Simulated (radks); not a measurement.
Question: Species: Yb. Configuration: [Xe] 4f14 6s2. Calculated with a radial shooting solver on a logarithmic mesh with Libxc functionals: scalar-relativistic Kohn-Sham, PBE, spin-polarised, spherical densities, point nucleus. Some entries of the table are withheld. Estimate them.

| orbital | occ. | eigenvalue (hartree) | r(max) (bohr) |
|---|---|---|---|
| 1s | 2 | -2250.743 | 0.01237 |
| 2s | 2 | -381.3280 | 0.07057 |
| 2p | 6 | -336.0446 | (1) |
| 3s | 2 | (2) | 0.1994 |
| 3p | 6 | -72.30306 | 0.1966 |
| 3d | 10 | -55.69982 | 0.1603 |
| 4s | 2 | -16.90936 | 0.4551 |
| 4p | 6 | -12.43072 | 0.4763 |
| 4d | 10 | -6.53908 | 0.4910 |
| 5s | 2 | -2.01859 | 1.071 |
| 5p | 6 | -1.00788 | 1.233 |
| 6s | 2 | -0.14407 | 3.282 |
| 4f | 14 | (3) | (4) |

Answer: 
(1) 2p r(max) (bohr): 0.05756
(2) 3s eigenvalue (hartree): -85.95092
(3) 4f eigenvalue (hartree): -0.11089
(4) 4f r(max) (bohr): 0.4833
